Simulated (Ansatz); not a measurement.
Job for Ansatz (a first-principles code): R-CCSD(T)/def2-TZVPP on BeCl+, 2S+1 = 1, a spin state set in the input, which need not be the lowest, a point of a bond scan (R = 1.732 Å). Charge +1.

Ansatz 0.2 input:
```yaml
crystal:
  periodic: [false, false, false]
  atoms:
    - {symbol: Be, position_ang: [0.00000000, 0.00000000, 0.00000000]}
    - {symbol: Cl, position_ang: [0.00000000, 0.00000000, 1.73170900]}
basis:
  gaussian:
    orbitals: def2-TZVPP
    pivot_positions_ang: [[0.00000000, 0.00000000, 0.00000000], [0.00000000, 0.00000000, 1.73170900]]
total_charge: 1
magnetization: {spin_polarized: false}
correlation: {method: ccsd_t, electrons: valence}
output: {orbitals: {seedname: ./end}}
```

The head of its log:

```
WARN ansatz: RAYON_NUM_THREADS=1 ignored (pool sized by the plan → 1); use --threads N
Functional definition: HF
integrals: 0.03 GiB planned
460 factors; integrals over basis functions are off by at most 4.3e-4 eV
mean field: 0.10 GiB planned
mean field evaluation 1: about -12891.7360 eV, gradient 3.1e1 eV
mean field evaluation 2: about -12891.7374 eV, gradient 3.1e1 eV
mean field evaluation 4: about -12894.4841 eV, gradient 1.3e0 eV
mean field evaluation 8: about -12894.5011 eV, gradient 1.0e-3 eV
mean field evaluation 16: about -12894.4970 eV, gradient 1.9e-1 eV
mean field -12894.50109074 eV, -473.8641748780 hartree, gradient 1.1e-6 eV, S^2 0.000000; 0 other end points of the search recorded, 0 dependent functions left out
5 core orbitals not correlated
reference -12894.50109074 eV, -473.8641748780 hartree; 5, 5 occupied and 51, 51 virtual orbitals, 460 factors
```

Problem. Give the final energy of this run.

Solution. -474.1282 hartree (reference determinant -473.8642, T1 diagnostic 0.011).
